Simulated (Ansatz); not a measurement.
Reaction (SMILES): CCS [ethanethiol] -> C[CH]S + H atom (the C-H bond at the site shown breaks; other sites are not compared here)
Geometries: B3LYP-D3(BJ)/def2-TZVP minima from Ansatz (a program for electronic structure), one conformer each, not searched for the lowest.
Geometry of the first species:
SMILES: SCC
```xyz
9

C      1.5260     0.6696    -0.0051
C      0.0131     0.8318     0.0111
S     -0.7684    -0.8280    -0.0040
H     -2.0453    -0.4120     0.0134
H     -0.3062     1.3641     0.9064
H     -0.3226     1.3880    -0.8635
H      2.0088     1.6484     0.0036
H      1.8712     0.1133     0.8677
H      1.8548     0.1370    -0.8989
```

Quantity: bond dissociation energy (electronic energy difference), in kcal/mol. Cores are frozen in the correlated levels unless marked. UHF or UKS for open shells. Spin-orbit coupling is left out. Non-relativistic. CBS(X,Y): correlation extrapolated as X^-3; Hartree-Fock from the larger set. [CCSD(T)-MP2]/basis is that difference in the basis named.

```
level                                                                 program  bond dissociation energy (kcal/mol)
-------------------------------------------------------------  --------------  -----------------------------------
PBE-D4/def2-TZVPD                                              Ansatz + dftd4                                  ___
revPBE/def2-TZVPD                                                      Ansatz                                 93.1
CAM-B3LYP/def2-TZVPD                                                   Ansatz                                 98.1
B2PLYP-D4/def2-TZVPD                                           Ansatz + dftd4                                 98.0
CCSD/6-31G*                                                            Ansatz                                  ___
CCSD/cc-pV(D+d)Z                                                       Ansatz                                 96.9
RI-MP2/CBS(cc-pV(T+d)Z,cc-pV(Q+d)Z)+[CCSD(T)-MP2]/cc-pV(T+d)Z          Ansatz                                  ___
```

What belongs in the gaps?


- PBE-D4/def2-TZVPD, bond dissociation energy (kcal/mol): 95.1
- CCSD/6-31G*, bond dissociation energy (kcal/mol): 94.2
- RI-MP2/CBS(cc-pV(T+d)Z,cc-pV(Q+d)Z)+[CCSD(T)-MP2]/cc-pV(T+d)Z, bond dissociation energy (kcal/mol): 101.9
